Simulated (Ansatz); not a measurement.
`C#[C][In]([F])[Cl]` + H₂ → `C#[C][InH][Cl]` + H–F at 600 K and 1 bar (hydrogenolysis of the In–F bond).

Isolated molecules relaxed with PBE0-D4/def2-TZVP in Ansatz; ΔE leaves out vibrations. CCSD(T)/CBS is the MP2 limit (def2-TZVPP, def2-QZVPP) plus CCSD(T) − MP2 in def2-TZVPP, frozen cores. This one scheme is used for every species. Elements past krypton have def2 core potentials. For In outer-core shells are correlated without core-valence functions, which leaves a few kJ/mol of doubt a bond.

| species | CCSD(T)/CBS energy (Eh) | H − E (kJ/mol) | S (J/(mol·K)) |
| --- | --- | --- | --- |
| `C#[C][In]([F])[Cl]` | -826.10583 | 108.0 | 438.0 |
| H₂ | -1.17544 | 43.9 | 150.8 |
| `C#[C][InH][Cl]` | -726.87417 | 114.5 | 407.1 |
| H–F | -100.39570 | 42.3 | 194.0 |

H − E and S are ideal-gas, rigid-rotor, harmonic terms from PBE0-D4/def2-TZVP. The MP2-based limit puts H₂ 0.8 mEh under its directly extrapolated value; such offsets cancel only in part. 1 Eh = 2625.50 kJ/mol, R = 8.31446 J/(mol·K).

Task: By hand: ΔE, ΔH, ΔS and ΔG.

Result: ΔE = (-726.87417) + (-100.39570) − (-826.10583) − (-1.17544) = 0.01140 Eh = 29.9 kJ/mol. Δ(H − E) = 114.5 + 42.3 − 108.0 − 43.9 = 4.9, so ΔH = 34.8 kJ/mol. ΔS = 407.1 + 194.0 − 438.0 − 150.8 = 12.3 J/(mol·K). ΔG = 34.8 − 600 × (12.3)/1000 = 27.4 kJ/mol.

Task: By hand: the equilibrium constant, and the temperature at which ΔG would vanish if ΔH and ΔS stayed fixed.

Result: log₁₀ K = −ΔG/(RT ln 10) = -2.4. ΔG = 0 at ΔH/ΔS = 2829 K, far beyond where these terms or the molecules hold.

The number of gas molecules stays the same, so ΔS is small and ΔH decides. A doubt of 5 kJ/mol in ΔE shifts log₁₀ K by 0.4 here. These are equilibria of isolated gas molecules and say nothing of rates. Largest T1 diagnostic: 0.015 (customary marks: 0.02 for closed shells, 0.045 for open ones).
